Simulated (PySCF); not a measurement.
Compound: C3H5O3S (charge -1).
Numbering: `[O:1]=[S:2](=[O:3])([O-:4])[CH:5]1[CH2:6][CH2:7]1` (hydrogens: H8 on C5; H9, H10 on C6; H11, H12 on C7)

The same species was optimised twice, with GFN2-xTB and with PBE0-D3(BJ)/def2-SVP (PySCF), and the same property calculations (PySCF, gas phase) were run on both structures.

```csv
coordinate,GFN2-xTB,PBE0-D3(BJ)/def2-SVP,change
O1=S2 (Å),1.462,1.486,+0.024
S2–O4 (Å),1.462,1.478,+0.016
S2=O3 (Å),1.462,1.477,+0.015
S2–C5 (Å),1.820,1.805,-0.015
C5–C6 (Å),1.485,1.492,+0.007
C5–C7 (Å),1.485,1.492,+0.007
C6–C7 (Å),1.498,1.504,+0.006
S2–C5–C6 (°),113.9,118.2,+4.3
S2–C5–C7 (°),113.8,117.8,+4.0
O1–S2–C5 (°),105.0,103.4,-1.6
O3–S2–O4 (°),113.6,114.5,+0.9
O1–S2–O3 (°),113.9,114.4,+0.5
O1–S2–O4 (°),113.9,114.2,+0.3
O4–S2–C5 (°),104.5,104.2,-0.3
O3–S2–C5 (°),104.6,104.2,-0.4
O1–S2–C5–C6 (°),33,32,-1
```

Rotational constants: A = 4171, B = 1984, C = 1879 MHz (GFN2-xTB) against A = 4082, B = 1938, C = 1833 MHz (PBE0-D3(BJ)/def2-SVP). Atoms that the bonding makes alike are paired by their places after alignment.

On the GFN2-xTB structure: HOMO (eV) -1.91 [PBE0/pcSseg-1]; LUMO (eV) 5.04 [PBE0/pcSseg-1]; GIAO shielding of O1/O3 (mean) (ppm) 131.9 [PBE0/pcSseg-1]; GIAO shielding of S2 (ppm) 187.1 [PBE0/pcSseg-1]; GIAO shielding of O4 (ppm) 117.4 [PBE0/pcSseg-1]; GIAO shielding of C5 (ppm) 153.7 [PBE0/pcSseg-1]; GIAO shielding of C6/C7 (mean) (ppm) 182.9 [PBE0/pcSseg-1].

Problem. What do these properties become on the PBE0-D3(BJ)/def2-SVP structure?

Solution. 
```
                                    property          level  on GFN2-xTB  on PBE0-D3(BJ)/def2-SVP  change
                                   HOMO (eV)  PBE0/pcSseg-1        -1.91                    -1.98   -0.07
                                   LUMO (eV)  PBE0/pcSseg-1         5.04                     4.94   -0.10
energy, GFN2-xTB geometry as zero (kcal/mol)  PBE0/pcSseg-1          0.0                     -2.5    -2.5
        GIAO shielding of O1/O3 (mean) (ppm)  PBE0/pcSseg-1        131.9                    118.6   -13.3
                  GIAO shielding of S2 (ppm)  PBE0/pcSseg-1        187.1                    173.7   -13.4
                  GIAO shielding of O4 (ppm)  PBE0/pcSseg-1        117.4                    103.7   -13.7
                  GIAO shielding of C5 (ppm)  PBE0/pcSseg-1        153.7                    151.4    -2.3
        GIAO shielding of C6/C7 (mean) (ppm)  PBE0/pcSseg-1        182.9                    180.3    -2.6
```

The heavy atoms differ by 0.039 Å rms after alignment (one structure mirrored). Among bonds between heavy atoms O1=S2 changes most (+0.024 Å). Changes are differences of the printed values. Neither structure is proved a minimum here. One conformer (not necessarily the lowest) at the PBE0-D3(BJ)/def2-SVP geometry, without solvent, vibrations or thermal averaging. The geometry's basis has no diffuse functions, a weakness for an anion.

The values belong to the conformer `[O:1]=[S:2](=[O:3])([O-:4])[CH:5]1[CH2:6][CH2:7]1`: O1–S2–C5–C6 32°.
